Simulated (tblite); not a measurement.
A geometry optimisation, step by step.

Species: C₅H₅N₂O₂ (doublet state).
Numbering: `[CH3:1][n:2]1[cH:3][cH:4][n:5][c:6]1[C:7]([O:8])=[O:9]` (hydrogens: H10, H11, H12 on C1; H13 on C3; H14 on C4)
Bond orders are those of one Lewis drawing.

Computed with GFN2-xTB (tblite), gas phase: L-BFGS steps from a force-field or distance-geometry start until the largest atomic force falls under 0.01 eV/Å. 5 of its 116 geometries are shown.

Step 0: E = -738.3925 eV, largest atomic force 5.225 eV/Å
```
atom  x, y, z in Å  |  force x, y, z in eV/Å
C1     -0.029    1.730    0.175   -1.869  -0.297   0.050
N2     -0.308    0.303    0.039    0.570   1.313   0.022
C3     -1.548   -0.226    0.087   -0.781  -0.599  -0.157
C4     -1.401   -1.596   -0.077    1.085   0.083   0.124
N5     -0.067   -1.862   -0.182   -0.533   1.275   0.043
C6      0.599   -0.683   -0.119   -1.354  -2.093  -0.109
C7      2.052   -0.588   -0.213    4.049  -1.703  -0.367
O8      2.776   -1.758   -0.376   -2.898   4.307   0.596
O9      2.679    0.506   -0.139   -1.386  -2.183  -0.182
H10    -0.929    2.239   -0.293    1.162  -0.217   0.391
H11    -0.059    1.944    1.257    0.364   0.236  -0.415
H12     0.899    2.023   -0.302    0.030  -0.126   0.134
H13    -2.494    0.328    0.216    1.055  -0.279  -0.122
H14    -2.170   -2.362   -0.094    0.505   0.283  -0.007
```

Step 29: E = -739.5367 eV, largest atomic force 0.020 eV/Å
```
atom  x, y, z in Å  |  force x, y, z in eV/Å
C1     -0.039    1.707    0.188   -0.005   0.000   0.001
N2     -0.304    0.303    0.045    0.008   0.001   0.004
C3     -1.551   -0.254    0.076    0.003   0.003  -0.002
C4     -1.388   -1.606   -0.069   -0.006  -0.004   0.001
N5     -0.070   -1.875   -0.187    0.001   0.016  -0.001
C6      0.546   -0.739   -0.118    0.014   0.010  -0.001
C7      2.138   -0.593   -0.225   -0.004   0.002  -0.001
O8      2.655   -1.672   -0.357   -0.002  -0.009   0.004
O9      2.469    0.574   -0.148    0.001   0.001  -0.010
H10    -0.830    2.273   -0.302    0.003  -0.003  -0.010
H11     0.000    1.981    1.245    0.003  -0.004  -0.002
H12     0.923    1.944   -0.266   -0.004   0.002   0.015
H13    -2.431    0.344    0.196   -0.003   0.003   0.000
H14    -2.118   -2.388   -0.099   -0.010  -0.017   0.000
```

Step 58: E = -739.5549 eV, largest atomic force 0.041 eV/Å
```
atom  x, y, z in Å  |  force x, y, z in eV/Å
C1     -0.026    1.695    0.265   -0.014  -0.018   0.003
N2     -0.298    0.299    0.070   -0.005  -0.009   0.018
C3     -1.547   -0.259    0.111   -0.011  -0.001   0.038
C4     -1.391   -1.605   -0.086    0.004   0.014  -0.017
N5     -0.074   -1.871   -0.243   -0.001   0.021  -0.011
C6      0.542   -0.739   -0.144    0.010   0.011  -0.038
C7      2.126   -0.576   -0.328    0.000  -0.038  -0.001
O8      2.687   -1.605   -0.051    0.006   0.011   0.032
O9      2.395    0.547   -0.700    0.009   0.007  -0.004
H10    -0.593    2.284   -0.457   -0.012   0.006  -0.001
H11    -0.312    1.992    1.276    0.012   0.010  -0.004
H12     1.036    1.886    0.114   -0.006  -0.030  -0.016
H13    -2.421    0.337    0.277   -0.015   0.011   0.005
H14    -2.126   -2.383   -0.127    0.024   0.004  -0.006
```

Step 86: E = -739.5624 eV, largest atomic force 0.038 eV/Å
```
atom  x, y, z in Å  |  force x, y, z in eV/Å
C1     -0.019    1.690    0.261   -0.004  -0.004  -0.013
N2     -0.300    0.293    0.089   -0.007  -0.002   0.012
C3     -1.549   -0.266    0.136   -0.009   0.000  -0.019
C4     -1.399   -1.602   -0.124    0.017  -0.005   0.024
N5     -0.082   -1.863   -0.305    0.010   0.012  -0.023
C6      0.534   -0.736   -0.180   -0.001   0.005   0.009
C7      2.125   -0.568   -0.303    0.012  -0.008  -0.008
O8      2.675   -1.551    0.123   -0.012   0.027  -0.001
O9      2.402    0.516   -0.774   -0.012  -0.031  -0.006
H10    -0.649    2.275   -0.411   -0.008  -0.009   0.024
H11    -0.214    1.993    1.292    0.017  -0.002   0.003
H12     1.024    1.879    0.011    0.002  -0.003   0.015
H13    -2.417    0.322    0.356   -0.012   0.002  -0.036
H14    -2.130   -2.381   -0.193    0.007   0.017   0.018
```

Step 115: E = -739.5757 eV, largest atomic force 0.009 eV/Å
```
atom  x, y, z in Å  |  force x, y, z in eV/Å
C1      0.011    1.670    0.292    0.000   0.004   0.001
N2     -0.312    0.288    0.073   -0.002   0.002   0.005
C3     -1.567   -0.262    0.061   -0.001  -0.003   0.007
C4     -1.410   -1.599   -0.182    0.002  -0.003  -0.006
N5     -0.086   -1.871   -0.309    0.004  -0.001   0.000
C6      0.523   -0.744   -0.161   -0.001   0.005   0.003
C7      2.116   -0.545   -0.254   -0.001   0.002   0.009
O8      2.656   -1.339    0.472   -0.001  -0.002  -0.005
O9      2.375    0.371   -1.000   -0.002  -0.002  -0.005
H10    -0.827    2.288   -0.029    0.008  -0.002   0.000
H11     0.210    1.857    1.351   -0.003  -0.002  -0.002
H12     0.896    1.931   -0.288   -0.005   0.001  -0.003
H13    -2.444    0.330    0.226    0.004   0.003  -0.003
H14    -2.142   -2.374   -0.276   -0.002  -0.001  -0.001
```

Problem. Summarise the path.

Solution. The energy falls by 27.29 kcal/mol from step 0 to step 115; nine tenths of that is first reached at step 5. It rises by more than 0.2 meV at steps 2, 50, 93, 95 and 102. The largest force goes from 5.225 to 0.009 eV/Å. Among the bonds C7–O8 changes most, from 1.385 to 1.204 Å; the atoms move by 0.382 Å rms after alignment.

What follows is the cost of the whole relaxation. The run took 0.73 s wall on Arm Neoverse V1, one thread, no GPU, on a shared host.
